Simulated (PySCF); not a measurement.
SMILES FB(C)F, singlet, CAM-B3LYP/def2-SVP optimised geometry.

```
7

B     -0.63     0.01     0.00
F     -1.33    -1.12    -0.02
F     -1.35     1.12     0.00
C      0.92     0.01     0.00
H      1.35     1.00     0.21
H      1.28    -0.32    -0.99
H      1.32    -0.72     0.72
```

Density from CAM-B3LYP/def2-TZVP run with PySCF at that geometry.

Minimum of the electron density along straight lines between bonded atoms, close to the bond critical point (lines longer than 1.1 times the sum of covalent radii, or with two minima, are not listed):

```json
[
 {"bond": "B1–F2", "length / Å": "1.321", "ρ at the minimum / e bohr⁻³": "0.207", "∇²ρ there / e bohr⁻⁵": "1.21", "position (fraction from the first atom)": "0.34"},
 {"bond": "B1–F3", "length / Å": "1.320", "ρ at the minimum / e bohr⁻³": "0.207", "∇²ρ there / e bohr⁻⁵": "1.22", "position (fraction from the first atom)": "0.34"},
 {"bond": "B1–C4", "length / Å": "1.557", "ρ at the minimum / e bohr⁻³": "0.201", "∇²ρ there / e bohr⁻⁵": "?", "position (fraction from the first atom)": "0.34"},
 {"bond": "C4–H5", "length / Å": "1.098", "ρ at the minimum / e bohr⁻³": "0.271", "∇²ρ there / e bohr⁻⁵": "-0.91", "position (fraction from the first atom)": "0.64"},
 {"bond": "C4–H6", "length / Å": "1.103", "ρ at the minimum / e bohr⁻³": "0.264", "∇²ρ there / e bohr⁻⁵": "-0.86", "position (fraction from the first atom)": "0.64"},
 {"bond": "C4–H7", "length / Å": "1.100", "ρ at the minimum / e bohr⁻³": "0.268", "∇²ρ there / e bohr⁻⁵": "-0.89", "position (fraction from the first atom)": "0.64"}
]
```

What belongs in the gaps?


- B1–C4, ∇²ρ there / e bohr⁻⁵: -0.46
